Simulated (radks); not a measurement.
Task: Mn3+, 22 electrons, occupied as [Ar] 3d3 4p1 (not the ground configuration). Calculated with a radial shooting solver on a logarithmic mesh with Libxc functionals: scalar-relativistic Kohn-Sham, RPBE, spin-unpolarised, spherical densities, finite nucleus; Fermi nuclear charge, rms radius 3.7057 fm. Some entries of the table are withheld. Estimate them.

| orbital | occ. | eigenvalue (eV) | <1/r> (bohr^-1) | r(max) (bohr) |
|---|---|---|---|---|
| 1s | 2 | -6477.294 | 24.93 | 0.03986 |
| 2s | 2 | -792.4313 | 5.307 | 0.2324 |
| 2p | 6 | -678.3089 | 5.202 | (1) |
| 3s | 2 | -131.1118 | 1.693 | 0.7305 |
| 3p | 6 | (2) | (3) | (4) |
| 3d | 3 | -49.3594 | (5) | 0.7222 |
| 4p | 1 | -26.0731 | 0.5129 | 2.301 |

Result: 
(1) 2p r(max) (bohr): 0.1885
(2) 3p eigenvalue (eV): -99.2096
(3) 3p <1/r> (bohr^-1): 1.569
(4) 3p r(max) (bohr): 0.7430
(5) 3d <1/r> (bohr^-1): 1.297
